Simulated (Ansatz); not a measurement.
Consider the ligand exchange at the Si–C bond: `C=C([SiH3])CF` + `[NH2][Sn][OH]` → `[NH2][Sn][O][SiH3]` + `C=CCF`.

Gas-phase electronic energies from Ansatz, PBE0-D4/def2-TZVP geometries. CCSD(T)/CBS adds triple-zeta CCSD(T) − MP2 to the extrapolated MP2 energy (def2 sets, frozen cores). This one scheme is used for every species. Elements past krypton have def2 core potentials. For Sn outer-core shells are correlated without core-valence functions, which leaves a few kJ/mol of doubt a bond. One conformer a species, not always the lowest.

```
             species  CCSD(T)/CBS(def2) energy (Eh)
     `C=C([SiH3])CF`                     -507.20415
     `[NH2][Sn][OH]`                     -345.75638
`[NH2][Sn][O][SiH3]`                     -636.07850
             `C=CCF`                     -216.92453
```

Task: Work out ΔE.

Result: ΔE = (-636.07850) + (-216.92453) − (-507.20415) − (-345.75638) = -0.04250 Eh = -111.6 kJ/mol.

Largest T1 diagnostic among the species: 0.017.

In def2-TZVPP, CCSD(T) changes the Hartree–Fock value by +22.3 kJ/mol (the triples alone add +3.5 kJ/mol) and MP2 by +22.4 kJ/mol. From PBE to PBE0 (25 % exact exchange), in def2-TZVPP and without D4, ΔE moves by −7.0 kJ/mol.
